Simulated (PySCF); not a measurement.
A structure optimised at PBE0-D3(BJ)/def2-SVP, used in a PySCF frequency run:

```xyz
7

Sb     0.2374    -0.0133     1.0561
Te    -2.1798    -0.7609    -0.0874
H     -2.5687    -1.6684     1.2563
Te     0.1045     2.3912    -0.3619
H      1.7601     2.5638    -0.2651
Te     1.7974    -1.6096    -0.6115
H      3.1549    -1.2961     0.3094
```

Task: Write its SMILES and formula.

Result: [TeH][Sb]([TeH])[TeH], H3SbTe3

Task: What are its rotational constants (standard atomic weights)?

Result: 0.43442, 0.35488, 0.22952 GHz
